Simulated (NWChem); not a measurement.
Species: chlorotrifluoromethane (CClF3); SMILES FC(Cl)(F)F

Computed with NWChem. Pople sets run with spherical d functions. Each level has its own optimisation; frequencies are unscaled.

For level Hartree-Fock/3-21G:

```yaml
r C–Cl (Å): 1.833
highest harmonic frequency (cm⁻¹): 1451
lowest (cm⁻¹): 342
dipole (D): 0.03
```

Task: What are these values for level Hartree-Fock/6-31G*?

Result: 
- r C–Cl (Å): 1.744
- highest harmonic frequency (cm⁻¹): 1418
- lowest (cm⁻¹): 382
- dipole (D): 0.28
